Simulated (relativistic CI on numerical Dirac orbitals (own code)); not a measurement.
Spin-allowed bands of a d8 ion in a tetrahedral site, by hand

Problem. Take Δ = 5500 cm⁻¹ and B = 990 cm⁻¹ for a d8 ion in a tetrahedral site. Calculate the three spin-allowed bands.

Working.
1. The terms of highest spin are 3F (energy 0) and 3P (15B = 14850 cm⁻¹). Here the F term splits into A2 at +1.2Δ = 6600, T2 at +0.2Δ = 1100 and T1 at −0.6Δ = -3300 cm⁻¹.
2. The two T1 states mix through the element 0.4Δ: H = [[-3300, 2200], [2200, 14850]], with roots ½(H₁₁ + H₂₂) ∓ ½√[(H₂₂ − H₁₁)² + 4H₁₂²] = ½(11550) ∓ ½(18676) = -3563 and 15113 cm⁻¹.
3. The ground term is 3T1 at -3563 cm⁻¹.
4. Bands: 3T2 4663 cm⁻¹ (2145 nm), 3A2 10163 cm⁻¹ (984 nm), 3T1(P) 18676 cm⁻¹ (535 nm).

Check. Exact diagonalisation of the whole d8 shell with these parameters gives 3T2 4663, 3A2 10163, 3T1 18676 cm⁻¹. The match is exact, since without spin-orbit coupling no other term has this spin. The ratio of the second band to the first, 2.180, depends on Δ/B = 5.6 alone, which is how a Tanabe-Sugano diagram is read.
